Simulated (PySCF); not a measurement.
Z-matrix (Å, degrees):
```
Si
O 1 1.5291
H 1 1.5290 2 118.74
```
Charge 0, spin multiplicity 2.

Predict the total energy, highest occupied spin orbital and dipole moment from r2SCAN-D4/def2-TZVP (PySCF 2.14.0).


| Item | Value |
|---|---|
| total energy | -9938.92 eV |
| highest occupied spin orbital | -6.36 eV |
| dipole moment | 3.16 D |
